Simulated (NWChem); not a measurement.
Molecule: C$_{3}$H$_{4}$ClF; SMILES C(/C)(F)=C/Cl

```xyz
9

C     -1.4252     1.0821     0.0000
C      0.0471     0.8649     0.0000
F      0.7514     2.0235     0.0000
C      0.7544    -0.2655     0.0000
Cl     0.0323    -1.8526     0.0000
H     -1.7202     1.6607     0.8838
H     -1.9647     0.1339     0.0000
H     -1.7202     1.6607    -0.8838
H      1.8365    -0.2622     0.0000
```
Atoms are numbered in this order, from 1.

The geometry was optimised at B3LYP/6-31G* (spherical d).

Symmetry labels are those of Cs in the frame above (b1 and b2, or b-type labels, depend on it).

**Question.** List the 4 lowest vertical singlet excitations from B3LYP/6-31G* (spherical d), TDA (NWChem).

**Answer.** 
```tsv
state	energy (eV)	oscillator strength	symmetry	leading excitation (squared amplitude)
S1	6.13	0.000	a"	HOMO → LUMO+1 (0.99)
S2	7.41	0.460	a'	HOMO → LUMO (0.85)
S3	7.61	0.000	a"	HOMO−1 → LUMO (0.99)
S4	8.11	0.004	a'	HOMO−1 → LUMO+1 (0.99)
```
